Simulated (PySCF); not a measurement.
CdCl, SMILES [Cl][Cd] (connectivity only; charge and spin as stated), neutral, multiplicity 2.

Coordinates come from a PBE-D3(BJ)/def2-TZVPD optimisation. The spin state was assumed, not searched. The def2 effective core potentials stand for the cores of Cd; spin–orbit coupling is left out.

Calculation: PBE-D3(BJ)/def2-TZVPD (PySCF).

Frequencies are harmonic and unscaled.

| mode | ν (cm⁻¹) | IR (km/mol) | moving atoms (share of kinetic energy) |
|---|---|---|---|
| 1 | 284 | 27.2 | Cl 76 %, Cd 24 % |
